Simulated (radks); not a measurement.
Numerical settings for the iodine ion I2+, [Kr] 4d10 5s2 5p3. Calculated with a radial shooting solver on a logarithmic mesh with Libxc functionals: scalar-relativistic Kohn-Sham, PBEsol, spin-polarised, spherical densities, finite nucleus; open shells are filled with parallel spins first (spin-orbit coupling, left out, can overturn this in heavy ions); Fermi nuclear charge, rms radius 4.75 fm. The defaults (mesh step 0.008 in ln r, mesh end at 40 bohr or more with all orbitals vanishing there, Anderson mixing 0.5 over 9 steps, residual threshold near 1e-9 with the energy settled to 1e-9 hartree or 1e-11 of itself, here a cap of 89 iterations) give E = -7112.1242 hartree and 5p at -25.509 eV in 15 iterations. Run on one thread of a shared host, so times are rough (Intel(R) Xeon(R) 6975P-C): 0.17 s of CPU time, 0.17 s wall, 15 iterations on 2254 mesh points. Changes against that run (0 stands for a change within the tolerance of the run):

\begin{tabular}{lrrrrr}
setting & iterations & converged & E (mhartree) & e(5p) (meV) & CPU (s) \\ \hline
mesh step in ln r 0.12 & 2 & no & diverged & - & 0.01 \\
mesh step in ln r 0.005 & 15 & yes & 0 & 0 & 0.26 \\
mesh step in ln r 0.02 & 15 & yes & +0.000299 & 0 & 0.07 \\
mesh end (bohr) 3 & 14 & yes & +1.24e+03 & +1.32e+04 & 0.14 \\
mesh end (bohr) 2 & 13 & level above zero & +1.15e+04 & +8.15e+04 & 0.13 \\
residual threshold 0.1 & 10 & yes & 0 & -0.0626 & 0.13 \\
residual threshold 0.01 & 10 & yes & 0 & -0.0626 & 0.13 \\
mixing 0.05 & 21 & yes & 0 & 0 & 0.22 \\
linear mixing, mixing 1 & 89 & no & -0.072 & -9.89 & 1.1 \\
linear mixing, mixing 0.05 & 89 & no & +0.309 & -51.7 & 0.96 \\
mixing history 2 & 18 & yes & 0 & 0 & 0.19 \\
iteration cap 8 & 8 & no & 0 & -0.227 & 0.1 \\
\end{tabular}

Settled on a wrong energy, with an occupied level pushed above zero by the early mesh end: mesh end (bohr) 2 (+11.5 hartree). Apart from these: settings that end as converged yet miss the energy by more than 1 mhartree: mesh end (bohr) 3 (+1.24 hartree). A mesh that ends early acts as a hard wall.
